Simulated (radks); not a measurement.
The nuclear charge of the phosphorus ion P2+ is varied continuously with 13 electrons held in [Ne] 3s2 3p1. All-electron calculation, scalar-relativistic Kohn-Sham, PBE, spin-unpolarised, spherical densities, finite nucleus; Fermi nuclear charge, rms radius 3.1889 fm. Program: a radial shooting solver on a logarithmic mesh with Libxc functionals. By the Hellmann-Feynman theorem dE/dZ = E(electron-nucleus)/Z, the electronic potential at the nucleus (averaged over a nucleus of fixed radius). The scalar-relativistic energy here is not variational (the density holds large components alone), so the two differ by a part that grows with Z.

| Z | E (hartree) | E(electron-nucleus)/Z (hartree) | HOMO | e(HOMO) (eV) | <r> HOMO (bohr) |
|---|---|---|---|---|---|
| 14 | -289.55220 | -49.0704 | 3p | -11.656 | 2.458 |
| 14.2 | -299.45661 | -49.9535 | 3p | -13.900 | 2.338 |
| 14.4 | -309.53773 | -50.8363 | 3p | -16.285 | 2.232 |
| 14.6 | -319.79547 | -51.7187 | 3p | -18.811 | 2.136 |
| 14.8 | -330.22981 | -52.6009 | 3p | -21.475 | 2.050 |
| 15 | -340.84070 | -53.4830 | 3p | -24.275 | 1.971 |
| 15.2 | -351.62812 | -54.3650 | 3p | -27.210 | 1.900 |
| 15.4 | -362.59208 | -55.2469 | 3p | -30.278 | 1.834 |
| 15.6 | -373.73256 | -56.1289 | 3p | -33.479 | 1.773 |
| 15.8 | -385.04957 | -57.0108 | 3p | -36.812 | 1.716 |
| 16 | -396.54314 | -57.8929 | 3p | -40.275 | 1.663 |

The central difference of E at Z = 15 is -53.496 hartree, to compare with the third column; the second derivative is -4.41 hartree.
